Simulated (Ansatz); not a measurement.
```yaml
crystal:
  periodic: [false, false, false]
  atoms:
    - {symbol: B, position_ang: [0.399195, 0.962761, -0.555223]}
    - {symbol: C, position_ang: [1.178861, -0.222260, 0.084105]}
    - {symbol: O, position_ang: [0.242566, -1.146676, 0.628494]}
    - {symbol: Sn, position_ang: [-1.444144, -0.145076, 0.120147]}
    - {symbol: H, position_ang: [0.774453, 1.944059, -1.115625]}
    - {symbol: H, position_ang: [1.836018, -0.702490, -0.666082]}
    - {symbol: H, position_ang: [1.879935, 0.149441, 0.855998]}
    - {symbol: H, position_ang: [-2.425987, -1.117134, -0.890870]}
    - {symbol: H, position_ang: [-2.352295, 0.231077, 1.521856]}
basis:
  gaussian: {orbitals: def2-TZVPD, fitting: {mean_field: cc-pVTZ-jkfit}, nuclear_model: gaussian}
hamiltonian: {xc: {name: wB97X-V}}
output: {forces: true}
```

```sh
$ ansatz run in.yaml --threads 2 --pin off --events-out ev --progress --plain --max-ram 4352MiB
```

(1) How does Ansatz answer? (Best estimate.)

Results:

(1) Ansatz gave: The input was rejected before any iteration.
```
Functional definition: wB97X-V
  name "wB97X-V"
  cite "Mardirossian & Head-Gordon, Phys. Chem. Chem. Phys. 16, 9904 (2014) doi:10.1039/C3CP54374A"
  cite "Becke, J. Chem. Phys. 107, 8554 (1997) doi:10.1063/1.475007"
  cite "Vydrov & Van Voorhis, J. Chem. Phys. 133, 244103 (2010) doi:10.1063/1.3521275"
  parameter omega = 0.3/bohr
  parameter cx = 0.167
  parameter cx1 = 0.603
  parameter cx2 = 1.194
  parameter css0 = 0.556
  parameter css1 = -0.257
  parameter cos0 = 1.219
  parameter cos1 = -1.850
  parameter b = 6.0
  parameter c = 0.01
  exchange = spin_sum(e_x_unif_sr(omega)*poly(b97_u_x, 1 - cx, cx1, cx2)) + cx*exact_x_sr(omega) + exact_x_lr(omega)
  correlation = spin_sum(e_c_pw_same_spin*poly(b97_u_same, css0, css1))
      + integral(e_c_pw_opposite_spin*poly(b97_u_opposite, cos0, cos1)) + vv10(b, c)
Error: <dir> the basis set cc-pVTZ-JKFIT has no functions for Sn
```
